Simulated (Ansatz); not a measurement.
Calculated with Ansatz (gas phase, PBE0-D4/def2-TZVP geometries, no zero-point term in ΔE). CCSD(T)/CBS adds triple-zeta CCSD(T) − MP2 to the extrapolated MP2 energy (def2 sets, frozen cores). This one scheme is used for every species. DFT in def2-TZVPP. B3LYP here is the variant with VWN-RPA as its local correlation; programs differ in this. HSE06 is defined as in plane-wave codes. def2 core potentials past Kr. For In outer-core shells are correlated without core-valence functions, which leaves a few kJ/mol of doubt a bond. One conformer a species, not always the lowest.

`C[O][InH][C]#N` → `N#[C][InH2]` + `C=O`  (β-hydride elimination)

```tsv
level	ΔE (kcal/mol)	difference from CCSD(T)/CBS
LDA (SPW92)	40.6	6.5
PBE-D4	32.5	-1.6
revPBE-D4	30.2	-3.9
BLYP-D4	29.1	-5.0
r2SCAN-D4	33.9	-0.2
PBE0-D4	33.4	-0.7
B3LYP-D4	30.5	-3.6
r2SCAN0-D4	34.3	0.2
HSE06-D4	33.4	-0.7
BHLYP-D4	32.1	-2.0
ωB97X-V	32.5	-1.6
ωB97M-V	31.2	-2.9
B2PLYP	30.4	-3.7
PBE-QIDH	34.2	0.1
PBE	30.9	-3.2
revPBE	26.3	-7.8
BLYP	25.8	-8.3
r2SCAN	33.5	-0.6
PBE0	32.0	-2.1
B3LYP	27.9	-6.2
r2SCANh	33.5	-0.6
r2SCAN0	33.7	-0.4
HSE06	32.0	-2.1
BHLYP	29.9	-4.2
CAM-B3LYP	30.7	-3.4
LC-ωPBE	32.9	-1.2
RPA@PBE/def2-TZVPP	28.4	-5.7
HF/def2-SVP	23.1	-11.0
MP2/def2-SVP	29.8	-4.3
CCSD/def2-SVP	27.0	-7.1
CCSD(T)/def2-SVP	27.0	-7.1
HF/def2-TZVPP	23.6	-10.5
CCSD/def2-TZVPP	30.4	-3.7
CCSD(T)/def2-TZVPP	31.1	-3.0
HF/def2-QZVPP	23.8	-10.3
MP2/def2-QZVPP	35.6	1.5
SCS-MP2/def2-QZVPP	32.5	-1.6
HF/CBS(def2)	23.9	-10.2
MP2/CBS(def2)	36.8	2.7
CCSD/CBS(def2)	33.3	-0.8
CCSD(T)/CBS	34.1	0
```

Largest T1 diagnostic among the species: 0.017.

The D4 term adds +2.6 kcal/mol with B3LYP and +1.4 kcal/mol with PBE0; it sums over pairs of atoms, weighted by their polarisabilities, and B3LYP, whose exchange is more repulsive, gets the larger term. From BLYP to BHLYP (50 % exact exchange), in def2-TZVPP and without D4, ΔE moves by +4.1 kcal/mol. At CCSD(T), def2-SVP lies −7.1 kcal/mol from the extrapolated value and def2-TZVPP −3.0 kcal/mol.
